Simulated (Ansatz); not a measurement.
Frontier orbitals of CH5FNOTa (`[CH3][Ta]([NH2])(=[O])[F]`).

The species carries charge 0 and has multiplicity 1. Correlated methods include outer-core shells of Ta, which these sets cover unevenly. Ta: def2 effective core potential. The structure was optimised at the PBE0-D4/def2-TZVP level. It is one conformer, not always the lowest. Basis def2-TZVPP, the Gaussian-basis code of Ansatz.

```json
{"functional": "PBE", "HOMO (eV)": "-6.91", "LUMO (eV)": "-1.95", "gap (eV)": "4.96"}
{"functional": "PBE0", "HOMO (eV)": "-8.32", "LUMO (eV)": "-1.05", "gap (eV)": "7.27"}
{"functional": "B3LYP", "HOMO (eV)": "-8.08", "LUMO (eV)": "-1.31", "gap (eV)": "6.77"}
{"functional": "CAM-B3LYP", "HOMO (eV)": "-9.77", "LUMO (eV)": "0.06", "gap (eV)": "9.83"}
{"functional": "LC-ωPBE", "HOMO (eV)": "-11.18", "LUMO (eV)": "1.32", "gap (eV)": "12.50"}
{"functional": "ωB97M-V", "HOMO (eV)": "-10.68", "LUMO (eV)": "0.90", "gap (eV)": "11.58"}
```

A quarter of exact exchange (PBE0) shifts PBE's HOMO by −1.41 eV and its LUMO by +0.90 eV; full exchange at long range (ωB97M-V) shifts them by −3.77 and +2.85 eV. The gap opens from 4.97 to 11.58 eV, since occupied levels lose self-interaction and empty ones feel all the electrons. A positive LUMO is unbound and depends on the basis.

B3LYP here is the variant with VWN-RPA as its local correlation; programs differ in this. LC-ωPBE has ω = 0.4 bohr⁻¹.
